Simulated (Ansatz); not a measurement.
Consider the cleavage of the Ge–B bond: `OC[B](Cl)[GeH3]` + `[OH][GeH3]` → `[GeH3][O][GeH3]` + `OCBCl`.

Computed with Ansatz on PBE0-D4/def2-TZVP structures; ΔE is electronic, products minus reactants. CBS: MP2 limit from def2 TZ/QZ plus the TZ coupled-cluster correction, frozen cores. DFT in def2-TZVPP. B3LYP here is the variant with VWN-RPA as its local correlation; programs differ in this. For Ge outer-core shells are correlated without core-valence functions, which leaves a few kJ/mol of doubt a bond. Scalar relativity is left out up to krypton. One conformer a species, not always the lowest.

```json
{"level": "PBE-D4", "ΔE (kcal/mol)": "-7.2", "difference from CCSD(T)/CBS": "2.7"}
{"level": "r2SCAN-D4", "ΔE (kcal/mol)": "-9.8", "difference from CCSD(T)/CBS": "0.1"}
{"level": "PBE0-D4", "ΔE (kcal/mol)": "-8.2", "difference from CCSD(T)/CBS": "1.7"}
{"level": "B3LYP-D4", "ΔE (kcal/mol)": "-10.7", "difference from CCSD(T)/CBS": "-0.8"}
{"level": "ωB97X-V", "ΔE (kcal/mol)": "-11.0", "difference from CCSD(T)/CBS": "-1.1"}
{"level": "ωB97M-V", "ΔE (kcal/mol)": "-10.4", "difference from CCSD(T)/CBS": "-0.5"}
{"level": "B2PLYP", "ΔE (kcal/mol)": "-11.9", "difference from CCSD(T)/CBS": "-2.0"}
{"level": "PBE", "ΔE (kcal/mol)": "-7.6", "difference from CCSD(T)/CBS": "2.3"}
{"level": "r2SCAN", "ΔE (kcal/mol)": "-10.0", "difference from CCSD(T)/CBS": "-0.1"}
{"level": "PBE0", "ΔE (kcal/mol)": "-8.6", "difference from CCSD(T)/CBS": "1.3"}
{"level": "B3LYP", "ΔE (kcal/mol)": "-11.3", "difference from CCSD(T)/CBS": "-1.4"}
{"level": "HF/def2-TZVPP", "ΔE (kcal/mol)": "-16.4", "difference from CCSD(T)/CBS": "-6.5"}
{"level": "MP2/def2-TZVPP", "ΔE (kcal/mol)": "-11.5", "difference from CCSD(T)/CBS": "-1.6"}
{"level": "SCS-MP2/def2-TZVPP", "ΔE (kcal/mol)": "-12.9", "difference from CCSD(T)/CBS": "-3.0"}
{"level": "CCSD/def2-TZVPP", "ΔE (kcal/mol)": "-11.1", "difference from CCSD(T)/CBS": "-1.2"}
{"level": "CCSD(T)/def2-TZVPP", "ΔE (kcal/mol)": "-10.6", "difference from CCSD(T)/CBS": "-0.7"}
{"level": "HF/def2-QZVPP", "ΔE (kcal/mol)": "-17.0", "difference from CCSD(T)/CBS": "-7.1"}
{"level": "MP2/def2-QZVPP", "ΔE (kcal/mol)": "-11.3", "difference from CCSD(T)/CBS": "-1.4"}
{"level": "SCS-MP2/def2-QZVPP", "ΔE (kcal/mol)": "-12.7", "difference from CCSD(T)/CBS": "-2.8"}
{"level": "HF/CBS(def2)", "ΔE (kcal/mol)": "-17.1", "difference from CCSD(T)/CBS": "-7.2"}
{"level": "MP2/CBS(def2)", "ΔE (kcal/mol)": "-10.8", "difference from CCSD(T)/CBS": "-0.9"}
{"level": "CCSD/CBS(def2)", "ΔE (kcal/mol)": "-10.3", "difference from CCSD(T)/CBS": "-0.4"}
{"level": "CCSD(T)/CBS", "ΔE (kcal/mol)": "-9.9", "difference from CCSD(T)/CBS": "0"}
```

Largest T1 diagnostic among the species: 0.012.

From PBE to PBE0 (25 % exact exchange), in def2-TZVPP and without D4, ΔE moves by −1.0 kcal/mol. In def2-TZVPP, CCSD(T) changes the Hartree–Fock value by +5.7 kcal/mol (the triples alone add +0.4 kcal/mol) and MP2 by +4.8 kcal/mol.
